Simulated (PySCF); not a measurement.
Species: C₆H₃F₆P.
Structure used (GFN2-xTB), in Å, numbered top down from 1:
```
atom  x, y, z in Å
C1     3.391   -1.144    0.521
C2     2.380   -0.820   -0.043
P3     0.987   -0.382   -1.036
C4    -0.307   -0.693    0.269
C5    -1.687   -1.070   -0.196
F6    -1.962   -2.336    0.158
F7    -1.822   -1.014   -1.528
F8    -2.659   -0.313    0.329
C9     0.189    0.741    0.217
C10   -0.673    1.862   -0.287
F11    0.079    2.954   -0.517
F12   -1.612    2.238    0.592
F13   -1.292    1.580   -1.437
H14    4.253   -1.419    1.057
H15   -0.039   -1.241    1.169
H16    0.766    1.067    1.079
```

Probes without a nucleus sit at each ring's centroid and 1 Å off its mean plane on both sides; NICS is minus the shielding there, NICSzz its component along the normal. Level: GIAO PBE0/pcSseg-1 (PySCF, non-relativistic, gas phase) on the GFN2-xTB geometry, one conformer.

Ring bond lengths (Å), with Mayer bond orders in brackets: P3–C4 1.864 (0.87), C4–C9 1.518 (0.88), C9–P3 1.862 (0.86).

What do the NICS probes read (ppm)?

| ring | type | NICS(0) | NICS(1), two faces | NICS(1)zz, two faces | rms pucker (Å) | centre to ring atoms, mean (Å) |
| --- | --- | --- | --- | --- | --- | --- |
| P3–C4–C9 | 3-membered ring with P; formal bonds all single | -36.3 | -9.4 / -9.9 | -23.3 / -24.6 | 0.00 | 1.01 |

What can be read from them?

- P3–C4–C9: mean NICS(1)zz -23.9 ppm, shielded. C4, C9 have four or more neighbours, so the value isn't read as a sign of a π ring current. NICS(0) lies 27 ppm below the mean NICS(1).

How shielded are the nuclei of the rings and their hydrogens (means over atoms taken as equivalent)?

| atoms | environment | σ isotropic (ppm) | principal values of the symmetric part, first atom (ppm) |
| --- | --- | --- | --- |
| P3 | phosphine phosphorus | 571.0 | 381.5, 460.8, 870.7 |
| C4 (×2) | sp3 carbon bound to phosphorus | 150.0 | 112.2, 140.5, 196.1 |
| H15 (×2) | methine hydrogen | 28.92 | 22.7, 27.8, 36.1 |

Time: 66 s; peak memory 1.1 GiB. Hardware: an Intel Xeon Platinum 8488C with one thread, no GPU (shared host). This is the whole shielding run at PBE0/pcSseg-1, SCF included.
